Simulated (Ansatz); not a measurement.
Geometry optimisation of `C[O][V](=[O])([OH])[F]`.

```yaml
crystal:
  periodic: [false, false, false]
  atoms:
    - {symbol: C, position_ang: [-0.242174, -0.787303, -1.577172]}
    - {symbol: O, position_ang: [0.176441, -0.788344, -0.233134]}
    - {symbol: V, position_ang: [-0.074049, 0.281756, 1.126851]}
    - {symbol: O, position_ang: [-0.906380, 1.511584, 0.604804]}
    - {symbol: O, position_ang: [1.484870, 0.849590, 1.743341]}
    - {symbol: F, position_ang: [-0.968915, -0.535914, 2.377788]}
    - {symbol: H, position_ang: [0.646422, -0.799882, -2.245250]}
    - {symbol: H, position_ang: [-0.857904, 0.110294, -1.808484]}
    - {symbol: H, position_ang: [-0.843461, -1.700051, -1.780886]}
    - {symbol: H, position_ang: [1.668250, 1.807169, 1.795043]}
basis:
  gaussian: {orbitals: def2-TZVP}
hamiltonian: {xc: pbe0, dispersion: d4}
relax: {f_tol: 0.005, max_steps: 150}
```

```sh
$ ansatz run in.yaml --threads 2 --pin off --events-out ev --progress --plain --max-ram 32768MiB --backend cuda --devices 0, --max-vram 18GiB
```

Output, abridged:

```
Functional definition: PBE0
mean field -35640.53834718 eV, -1309.7656262343 hartree, gradient 3.7e-5 eV, S^2 0.000000; 0 other end points of the search recorded, 0 dependent functions left out
relax step   1: F+E_penalty+E_count = -35640.70229237 eV  Δ(F+E_penalty+E_count) = +0.000e0 eV  max|allowed force component| = 8.610e-1 eV/Å  Δτ_max = 0.0000 Å  (34 SCF iters, accepted)
mean field -35640.57515110 eV, -1309.7669787534 hartree, gradient 2.3e-5 eV, S^2 0.000000; 0 other end points of the search recorded, 0 dependent functions left out
relax step   2: F+E_penalty+E_count = -35640.73961783 eV  Δ(F+E_penalty+E_count) = -3.733e-2 eV  max|allowed force component| = 3.201e-1 eV/Å  Δτ_max = 0.0221 Å  (39 SCF iters, accepted)
mean field -35640.57921144 eV, -1309.7671279681 hartree, gradient 2.3e-5 eV, S^2 0.000000; 0 other end points of the search recorded, 0 dependent functions left out
relax step   3: F+E_penalty+E_count = -35640.74397968 eV  Δ(F+E_penalty+E_count) = -4.362e-3 eV  max|allowed force component| = 4.147e-2 eV/Å  Δτ_max = 0.0083 Å  (40 SCF iters, accepted)
mean field -35640.57937883 eV, -1309.7671341197 hartree, gradient 2.3e-5 eV, S^2 0.000000; 0 other end points of the search recorded, 0 dependent functions left out
relax step   4: F+E_penalty+E_count = -35640.74417905 eV  Δ(F+E_penalty+E_count) = -1.994e-4 eV  max|allowed force component| = 2.492e-2 eV/Å  Δτ_max = 0.0033 Å  (40 SCF iters, accepted)
mean field -35640.57948478 eV, -1309.7671380132 hartree, gradient 2.3e-5 eV, S^2 0.000000; 0 other end points of the search recorded, 0 dependent functions left out
relax step   5: F+E_penalty+E_count = -35640.74437388 eV  Δ(F+E_penalty+E_count) = -1.948e-4 eV  max|allowed force component| = 5.413e-2 eV/Å  Δτ_max = 0.0122 Å  (39 SCF iters, accepted)
mean field -35640.57954969 eV, -1309.7671403986 hartree, gradient 2.3e-5 eV, S^2 0.000000; 0 other end points of the search recorded, 0 dependent functions left out
relax step   6: F+E_penalty+E_count = -35640.74442471 eV  Δ(F+E_penalty+E_count) = -5.084e-5 eV  max|allowed force component| = 8.129e-3 eV/Å  Δτ_max = 0.0018 Å  (41 SCF iters, accepted)
mean field -35640.57954809 eV, -1309.7671403397 hartree, gradient 2.3e-5 eV, S^2 0.000000; 0 other end points of the search recorded, 0 dependent functions left out
relax step   7: F+E_penalty+E_count = -35640.74443065 eV  Δ(F+E_penalty+E_count) = -5.936e-6 eV  max|allowed force component| = 3.280e-3 eV/Å  Δτ_max = 0.0020 Å  (40 SCF iters, accepted)
mean field -35640.57954809 eV, -1309.7671403397 hartree, gradient 2.3e-5 eV, S^2 0.000000; 1 other end points of the search recorded, 0 dependent functions left out
Total energy: -35640.74446601 eV, -1309.7732009617 hartree
Atom 0 at    -0.241615    -0.781662    -1.575929 Å, force     0.000701    -0.000516    -0.000542 eV/Å
Atom 1 at     0.163639    -0.773257    -0.231692 Å, force     0.000272     0.000397    -0.001969 eV/Å
Atom 2 at    -0.082836     0.285548     1.115322 Å, force    -0.003280    -0.000214     0.000993 eV/Å
Atom 3 at    -0.912925     1.500782     0.612065 Å, force     0.000906    -0.000576     0.000415 eV/Å
Atom 4 at     1.471078     0.851244     1.717525 Å, force     0.001160     0.001079     0.000091 eV/Å
Atom 5 at    -0.957520    -0.544199     2.368072 Å, force     0.000248     0.000563     0.000710 eV/Å
Atom 6 at     0.645138    -0.802260    -2.214825 Å, force     0.000046    -0.000207     0.000090 eV/Å
Atom 7 at    -0.839304     0.104104    -1.810066 Å, force     0.000203     0.000118     0.000833 eV/Å
Atom 8 at    -0.835470    -1.680037    -1.762856 Å, force    -0.000104     0.000027    -0.000251 eV/Å
Atom 9 at     1.672914     1.788636     1.785286 Å, force    -0.000151    -0.000670    -0.000371 eV/Å
Dipole moment:     0.229360     0.145876    -0.507493 e Å
```

Hardware: 2 threads of an AMD EPYC 7R13 on a shared host and a share of an NVIDIA H100 80 GB. Wall time 25 s, peak host memory 0.89 GiB.
